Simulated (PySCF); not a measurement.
# Dipole moment and polarisability of `C#CC#CCC(Cl)Cl`

Species: C6H4Cl2.
Geometry (GFN2-xTB, Å), atoms numbered from 1 in this order:
```
atom  x, y, z in Å
C1     3.9185    0.1005    0.2421
C2     2.7203    0.2191    0.2317
C3     1.3674    0.3479    0.2082
C4     0.1684    0.4771    0.1862
C5    -1.2708    0.6084    0.1398
C6    -1.9186   -0.7207   -0.2300
Cl7   -1.4282   -1.2229   -1.8681
Cl8   -3.6930   -0.5753   -0.1642
H9     4.9620   -0.0002    0.2536
H10   -1.6474    0.9205    1.1189
H11   -1.5473    1.3687   -0.5963
H12   -1.6301   -1.5236    0.4520
```

Level: PBE0/def2-SVPD (PySCF), static field, nuclei fixed, core orbitals frozen in the response. The polarisability tensor in these axes (au):

```
x   169.96  -0.69   1.97
y    -0.69  70.42   5.72
z     1.97   5.72  75.38
```

**Question.** Diagonalise the tensor; give its mean and Δα, where Δα² is half the sum of the squared differences of the eigenvalues.

**Answer.** Principal values 66.63, 79.12 and 170.00 au; mean 105.25 au = 15.60 Å³ = 17.35 × 10⁻⁴⁰ C²·m²/J; Δα = 97.73 au (93 % of the mean).

**Question.** What is the dipole moment, and where does it point?

**Answer.** (0.78, 0.56, 1.28) D, 1.59 D in size, pointing from the negative to the positive side. Measured along this direction, the outermost atoms are Cl7 at the negative end and H9 at the positive end.

**Question.** What depolarisation ratio follows for Rayleigh scattering of linearly polarised light, taking the static tensor?

**Answer.** ρ = 3Δα²/(45ᾱ² + 4Δα²) = 28651.4/(498501 + 38201.9) = 0.0534.

**Question.** Estimate the molar refractivity from the static electronic polarisability.

**Answer.** Lorentz–Lorenz: R = (4π/3)N_A α = 2.5225 cm³/(mol·Å³) × 15.60 Å³ = 39.3 cm³/mol, in the limit of long wavelengths.

**Question.** What would n − 1 = 2πNα be for an ideal gas of these molecules at 400 K and 1 atm, electronic part alone?

**Answer.** N = p/kT = 1.8347 × 10¹⁹ cm⁻³, so n − 1 = 2π × N × 15.60 × 10⁻²⁴ cm³ = 1798 × 10⁻⁶ at long wavelengths, for an ideal gas.

**Question.** Find the Langevin capture rate constant for NO+ (29.998 u) meeting this molecule (145.969 u), k = 2.342 × 10⁻⁹ cm³/s × √(α in Å³ / reduced mass in u).

**Answer.** The reduced mass is 24.88 u, so k = 1.85 × 10⁻⁹ cm³/s. The formula leaves out the permanent dipole, which adds to the capture rate.

The structure is a single GFN2-xTB conformer in the gas phase; no vibrational or solvent corrections.
